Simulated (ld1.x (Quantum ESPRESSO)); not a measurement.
# Transferability test, PAW potential for Mo (Z = 42)

Mo, PAW, made with ld1.x (Quantum ESPRESSO) 7.5 (PBEsol, scalar-relativistic). Core [Ar] 3d10 4s2, reference 4p6 4d5 5s0 5p0 (charge +1). Waves: 5s (bound, empty): rcut 2.30, rcutus 2.85 bohr; 5s channel at 0.3 Ry: rcut 2.30, rcutus 2.85 bohr; 4p (bound): rcut 2.30, rcutus 2.50 bohr; 5p (bound, empty): rcut 2.30, rcutus 2.50 bohr; 4d (bound): rcut 1.75, rcutus 2.30 bohr; 4d channel at -0.4 Ry: rcut 1.75, rcutus 2.30 bohr. Local part: all-electron potential smoothed inside 2.70 bohr (lloc = -1). Core correction: a·sin(br)/r model core inside 2.05 bohr. Augmentation charge: BESSEL, radius 1.75 bohr.

Energies are relative to the spin-unpolarised reference configuration 4p6 4d5 5s0 5p0; without spin polarisation the order of configurations can differ from experiment.

```tsv
valence configuration	charge	ΔE all-electron (eV)	error AE − PS (meV)
4p6 4d4 5s0 5p0	+2	15.455	-6.8
4p6 4d3 5s0 5p0	+3	42.180	-53
4p6 4d4 5s2 5p0	0	-6.727	+6.8
4p6 4d5 5s0.5 5p0	+0.5	-4.163	+1.0
4p6 4d2 5s0 5p0	+4	81.654	-198
```

(1) What are ΔE and the potential's error for 4p6 4d6 5s0 5p0?

(2) What are ΔE and the potential's error for 4p6 4d5 5s1 5p0?

Levels in the configuration 4p6 4d3 5s0 5p0:

```tsv
level	all-electron (eV)	pseudo (eV)
4p	-69.971	-70.106
4d	-32.881	-32.963
```

Results:

(1) ΔE = -6.131 eV all-electron; the error (AE − PS) is -1.2 meV.

(2) ΔE = -6.904 eV all-electron; the error (AE − PS) is +2.2 meV.
